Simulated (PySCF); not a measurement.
**As⁺: ionisation energy**

As⁺ [Ar] 3d10 4s2 4p2 (3P) → As²⁺ [Ar] 3d10 4s2 4p1 (2P), as a difference of total energies. Calculation: PySCF 2.14, in x2c-SVPall (5s4p3d, 32 functions); scalar relativity by spin-free X2C-1e. Correlated levels: valence: [Ar] 3d10 frozen. The calculations carry no spin-orbit coupling.

```tsv
method	ionisation energy (eV)	difference from reference (eV)
UHF	18.001	-0.588
BP86	18.649	+0.060
MN15	18.658	+0.069
MP2 (valence)	18.262	-0.327
SCS-MP2 (valence)	18.195	-0.394
CCSD (valence)	18.288	-0.301
CCSD(T) (valence)	18.296	-0.293
```

Reference: 18.589 eV (measured; NIST Atomic Spectra Database, ionization energies).

The reference lies between the lowest fine-structure levels, while these numbers refer to the centres of the terms.

Errors of the correlated levels include the incompleteness of this basis and the frozen core.
